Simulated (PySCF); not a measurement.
## UHF on Be+ (beryllium, charge +1)

Configuration: [He] 2s1, 2S determinant. Calculation: PySCF 2.14, in an even-tempered Gaussian basis (21 s from 0.022 bohr⁻², ratio 2.2; 10 p from 0.057 bohr⁻², ratio 2.4; 7 d from 0.17 bohr⁻², ratio 2.4; 6 f from 0.26 bohr⁻², ratio 2.4; 6 g from 0.39 bohr⁻², ratio 2.4); the spin-free X2C one-electron Hamiltonian (Gaussian nucleus).

* Total energy: -14.279937 hartree
* One-electron energy: -17.6156 hartree
* Hartree (Coulomb) energy: 5.8439 hartree
* Exchange energy: -2.5082 hartree
* ⟨S²⟩: 0.7500
* ⟨L²⟩: 0.000
* Sum of ⟨r⟩: 3.109 bohr
* Sum of ⟨r²⟩: 6.550 bohr²
* Langevin diamagnetic susceptibility: -5.19 ×10⁻⁶ cm³/mol
* Time after the integrals: 6.3 s of wall time on 2 threads of Neoverse-V1 (shared host)

```json
{"shell": "1s α", "electrons": "1", "mean orbital energy (hartree)": "-5.15957", "rms radius, mean of both spins (bohr)": "0.482"}
{"shell": "1s β", "electrons": "1", "mean orbital energy (hartree)": "-5.11829", "rms radius, mean of both spins (bohr)": "0.482"}
{"shell": "2s α", "electrons": "1", "mean orbital energy (hartree)": "-0.66637", "rms radius, mean of both spins (bohr)": "2.47"}
```
